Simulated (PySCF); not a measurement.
**Building multiplets from coupling constants**

Geometry:
```json
{"atom": "N1", "x (Å)": "2.615", "y (Å)": "0.100", "z (Å)": "-0.004"}
{"atom": "C2", "x (Å)": "1.502", "y (Å)": "0.349", "z (Å)": "-0.030"}
{"atom": "C3", "x (Å)": "0.092", "y (Å)": "0.667", "z (Å)": "-0.066"}
{"atom": "C4", "x (Å)": "-0.755", "y (Å)": "-0.596", "z (Å)": "0.051"}
{"atom": "F5", "x (Å)": "-0.546", "y (Å)": "-1.244", "z (Å)": "1.200"}
{"atom": "F6", "x (Å)": "-2.062", "y (Å)": "-0.297", "z (Å)": "0.007"}
{"atom": "F7", "x (Å)": "-0.523", "y (Å)": "-1.461", "z (Å)": "-0.941"}
{"atom": "H8", "x (Å)": "-0.159", "y (Å)": "1.327", "z (Å)": "0.770"}
{"atom": "H9", "x (Å)": "-0.151", "y (Å)": "1.161", "z (Å)": "-1.011"}
```

- shielding tensors at PBE0/pcSseg-1 (GIAO)
- B3LYP/pcJ-1 coupling constants
- geometry: GFN2-xTB
- program: PySCF 2.14
- a single conformation, in vacuum, non-relativistic, one averaged value for each set of equivalent atoms

Shifts are taken against calculated references (same method and geometry level): ¹H, ¹³C vs TMS; CFCl3 for ¹⁹F.

Spectrometer: 400 MHz for ¹H. First-order analysis; couplings under 1 Hz (under 4 Hz in carbon signals) are ignored, and nearly equal couplings are merged; the smaller ones broaden or split the lines further.

Question: What pattern does H8/H9 show (¹H)?

Answer: A quartet at δ 3.06: 7.4 Hz to F5/F6/F7 (3 × ¹⁹F, 3 bonds away). Lines in Hz from the centre (relative intensity): +11.1 (1), +3.7 (3), -3.7 (3), -11.1 (1). The outer lines are 22.2 Hz apart, the sum of the couplings kept, or 0.056 ppm at this field.

Question: What pattern does C3 show in the proton-coupled ¹³C spectrum?

Answer: A triplet of quartets at δ 26.6: 145.5 Hz to H8/H9 (2 × ¹H, 1 bond away), 34.3 Hz to F5/F6/F7 (3 × ¹⁹F, 2 bonds away). Lines in Hz from the centre (relative intensity): +196.9 (1), +162.7 (3), +128.3 (3), +94.0 (1), +51.5 (2), +17.1 (6), -17.1 (6), -51.5 (2), -94.0 (1), -128.3 (3), -162.7 (3), -196.9 (1). The outer lines are 393.9 Hz apart, the sum of the couplings kept, or 3.916 ppm at this field.

Question: What pattern does F5/F6/F7 show (¹⁹F)?

Answer: A triplet at δ -77.1: 7.4 Hz to H8/H9 (2 × ¹H, 3 bonds away). Lines in Hz from the centre (relative intensity): +7.4 (1), +0.0 (2), -7.4 (1). The outer lines are 14.8 Hz apart, the sum of the couplings kept, or 0.039 ppm at this field.
